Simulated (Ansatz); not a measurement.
Gas-phase electronic energies from Ansatz, PBE0-D4/def2-TZVP geometries. CCSD(T)/CBS is the MP2 limit (def2-TZVPP, def2-QZVPP) plus CCSD(T) − MP2 in def2-TZVPP, frozen cores. This one scheme is used for every species. DFT in def2-TZVPP. B3LYP here is the variant with VWN-RPA as its local correlation; programs differ in this.

Consider the hydrogenolysis of the Si–Al bond: `[AlH2][SiH]([SiH3])[SiH3]` + H₂ → `[SiH3][SiH2][SiH3]` + `[AlH3]`.

```json
{"level": "B3LYP-D4", "ΔE (kJ/mol)": "3.2"}
{"level": "HF/def2-TZVPP", "ΔE (kJ/mol)": "-30.1"}
{"level": "SCS-MP2/def2-TZVPP", "ΔE (kJ/mol)": "-2.1"}
{"level": "SCS-MP2/def2-QZVPP", "ΔE (kJ/mol)": "-0.9"}
```

(1) What does CCSD(T)/CBS give? (Best estimate.)

Largest T1 diagnostic among the species: 0.014.

## Answers

(1) The calculation gave: +7.3 kJ/mol. The listed levels differ from it by -4.1, -37.4, -9.4, -8.2 kJ/mol.

From PBE to PBE0 (25 % exact exchange), in def2-TZVPP and without D4, ΔE moves by −5.4 kJ/mol. In def2-TZVPP, CCSD(T) changes the Hartree–Fock value by +34.8 kJ/mol (the triples alone add +6.8 kJ/mol) and MP2 by +37.4 kJ/mol. The D4 term adds +10.5 kJ/mol with B3LYP and +6.0 kJ/mol with PBE0; it sums over pairs of atoms, weighted by their polarisabilities, and B3LYP, whose exchange is more repulsive, gets the larger term.
